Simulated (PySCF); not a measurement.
Si(H)(F)2(OMe) (CH4F2OSi), SMILES CO[SiH](F)F. Geometry optimised at r2SCAN-D4/def2-SVP. Other conformers were not sampled.

Computed equilibrium geometry at r2SCAN-D4/def2-SVP (PySCF confirms it by a frequency run) as Cartesian coordinates in Å, and its point group (one conformer of several):
point group Cs.
```xyz
9

Si     0.5671     0.4105     0.0000
F      1.0185    -0.4606    -1.2807
F      1.0185    -0.4606     1.2807
O     -1.0466     0.6344     0.0000
C     -2.0347    -0.3840     0.0000
H      1.2339     1.7164     0.0000
H     -1.9511    -1.0203    -0.8975
H     -3.0232     0.0966     0.0000
H     -1.9511    -1.0203     0.8975
```
Charge 0, spin multiplicity 1.
